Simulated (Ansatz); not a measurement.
acetamide (C₂H₅NO), singlet, at a GFN2-xTB geometry. Base run: Ansatz (a first-principles code) with BLYP/3-21G.

Input for Ansatz:
Ansatz 0.2 input:
```yaml
crystal:
  periodic: [false, false, false]
  atoms:
    - {symbol: O, position_ang: [0.42378843, 1.31335395, -0.10983582]}
    - {symbol: C, position_ang: [0.07883705, 0.15962437, -0.01302384]}
    - {symbol: N, position_ang: [0.97349819, -0.85477823, 0.08636671]}
    - {symbol: C, position_ang: [-1.36369635, -0.29914896, 0.00992359]}
    - {symbol: H, position_ang: [0.68999030, -1.81413072, 0.16690771]}
    - {symbol: H, position_ang: [-2.01725080, 0.56352280, -0.07332249]}
    - {symbol: H, position_ang: [-1.55183793, -0.97516368, -0.82107525]}
    - {symbol: H, position_ang: [-1.57282710, -0.82103070, 0.94097462]}
    - {symbol: H, position_ang: [1.95628661, -0.63943414, 0.07923654]}
basis:
  gaussian:
    orbitals: 3-21G.json
hamiltonian:
  xc: blyp
```
The basis file holds 3-21G in the JSON format of the Basis Set Exchange.

Variants of this job, named by their change:

```json
[
 {"change": "base", "E (Eh)": "-207.98049"},
 {"change": "functional = pbe0", "E (Eh)": "-207.82067"},
 {"change": "functional = hse06", "E (Eh)": "-207.80988"},
 {"change": "functional = lc_wpbe", "E (Eh)": "-207.92144"},
 {"change": "functional = revpbe", "E (Eh)": "-207.99256"},
 {"change": "functional = PBE-QIDH", "E (Eh)": "-207.65295"},
 {"change": "functional = wB97X", "E (Eh)": "-208.00267"},
 {"change": "functional = B97M-V", "E (Eh)": "-208.02976"},
 {"change": "functional = wB97M-V", "E (Eh)": "-207.97828"},
 {"change": "functional = PBE0-DH", "E (Eh)": "-207.76888"},
 {"change": "functional = hf", "E (Eh)": "-206.81541"},
 {"change": "functional = pbe0; dispersion = d3bjatm", "E (Eh)": "-207.82496"},
 {"change": "functional = cam_b3lyp", "E (Eh)": "-207.95588"}
]
```

Absolute energies of different levels of theory aren't comparable as measures of quality.
